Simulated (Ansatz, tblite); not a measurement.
Adding an electron: Sn2H4⁺ (the lowest doublet isomer of a short search). Total charge 1; doublet. Geometry: B3LYP-D4/def2-TZVP. Ansatz, gas phase; energy differences of separate SCF runs; the reduced species is a singlet (the triplet lies 0.96 eV higher at PBE0-D4/def2-TZVP).

Cartesian coordinates in Å:
```
Sn 0.1257 1.2511 0.5275
Sn -0.1253 -1.2507 -0.5266
H -0.0013 1.4504 2.2089
H 0.0181 -1.4440 -2.2074
H 0.2123 -2.5942 0.4558
H -0.2294 2.5874 -0.4582
```

In the def2 sets Sn takes a core potential; there is no spin–orbit coupling. The xTB rows come from tblite. The structure comes from a short search, and lower isomers may exist.

Question: Estimate orbital energies and vertical electron affinities at: GFN1-xTB; GFN2-xTB; PBE-D4/def2-TZVP; r2SCAN-D4/def2-TZVP; PBE0-D4/def2-TZVP.

Answer: 
| level | −HOMO (eV) | −LUMO (eV) | vertical EA (eV) | HOMO–LUMO gap (eV) |
| --- | --- | --- | --- | --- |
| GFN1-xTB | – | – | 12.37 | – |
| GFN2-xTB | – | – | 12.13 | – |
| PBE-D4/def2-TZVP | 10.44 | 9.63 | 7.17 | 0.81 |
| r2SCAN-D4/def2-TZVP | 10.76 | 9.33 | 7.12 | 1.43 |
| PBE0-D4/def2-TZVP | 11.21 | 8.79 | 7.09 | 2.41 |

  HOMO and LUMO are the levels of the spin that leaves or enters (xTB has no such levels and no spin-polarisation term). Other spin states of the ions may lie lower, which would lower the ionisation energy or raise the affinity. Raw xTB energy differences between charge states are shifted by several eV; the methods need an empirical correction for them.
